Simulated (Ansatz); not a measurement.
H2AlFSi, SMILES `F[Si][AlH2]` (triplet; the order of the spin states depends on the level) (charge 0, multiplicity 3). This triplet lies 0.29 eV above the relaxed singlet at the level frozen-core CCSD(T)/cc-pVTZ // PBE0-D3(BJ)/def2-TZVP (Ansatz, a quantum-chemistry and plane-wave program); other levels give the other order.

Z-matrix (Å, degrees):
```
Al
H 1 1.5811
H 1 1.5826 2 127.38
Si 1 2.4154 2 112.73 3 179.99
F 4 1.6107 1 117.94 2 -179.99
```
Charge 0, spin multiplicity 3.

Frozen-core energies in 6-31g from Ansatz at a geometry from PBE0-D3(BJ)/def2-TZVP; the HF reference has <S^2> = 2.01 and the T1 diagnostic is 0.025.

| level | energy (Ha) |
|---|---|
| HF | -631.32121 |
| MP2 | -631.50853 |
| CCSD | -631.52946 |

Q: Estimate the energies of CCSD(T), CCSDT and CCSDT(Q), and give each level's difference from CCSDT(Q).

A: 
| level | energy (Ha) | difference from CCSDT(Q) (mHa) |
|---|---|---|
| MP2 | -631.50853 | 26.07 |
| CCSD | -631.52946 | 5.14 |
| CCSD(T) | -631.53316 | 1.44 |
| CCSDT | -631.53410 | 0.51 |
| CCSDT(Q) | -631.53460 | 0.00 |
